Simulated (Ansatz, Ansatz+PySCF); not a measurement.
```yaml
atoms:
  - { symbol: O, position_ang: [0.0000, 0.0000, -0.4540] }
  - { symbol: O, position_ang: [0.0000, 1.1456, 0.2270] }
  - { symbol: O, position_ang: [0.0000, -1.1456, 0.2270] }
```

Basis set: def2-SVP (spherical functions). Left uncorrelated: 3 orbitals. Charge 0, multiplicity 1.

Computed with Ansatz (development build ahead of 0.2.0); each method stands on the lowest determinant of its kind that the runs found. Restricted open shells among the atoms or ions are ROHF, correlated in semicanonical orbitals with singles.

(1) Give the atomization energy at this shape (free ground-state atoms in the same class of orbitals less the molecule, no zero-point energy) of singlet O3 by UHF-CCSDT(Q), RHF-CCSD(T), RHF-CCSD, UHF-CCSD(T), UHF-CCSD, RHF-MP2, UHF-MP2, UHF, RHF.

Answers

(1)

```tsv
method	atomization energy
UHF-CCSDT(Q)	5.21 eV
RHF-CCSD(T)	4.97 eV
RHF-CCSD	3.97 eV
UHF-CCSD(T)	4.74 eV
UHF-CCSD	4.24 eV
RHF-MP2	6.02 eV
UHF-MP2	4.43 eV
UHF	-0.55 eV
RHF	-3.22 eV
```

Caution for UHF-CCSDT(Q), UHF-CCSD(T), UHF-CCSD, UHF-MP2, UHF: the determinant breaks the point group; the unrestricted determinant is a mixture of spin states. Caution for RHF-CCSD(T), RHF-CCSD, RHF-MP2, RHF: an unrestricted determinant lies well below. Caution for RHF-CCSD(T), RHF-CCSD, RHF-MP2: large share of triples, a single reference is doubtful. Caution for RHF-CCSD(T), RHF-CCSD, UHF-CCSD(T), UHF-CCSD: the program doubts this total. Caution for UHF-CCSD(T), UHF-MP2: another reference gives a lower total. Caution for RHF: the molecule lies well above its atoms at this level.
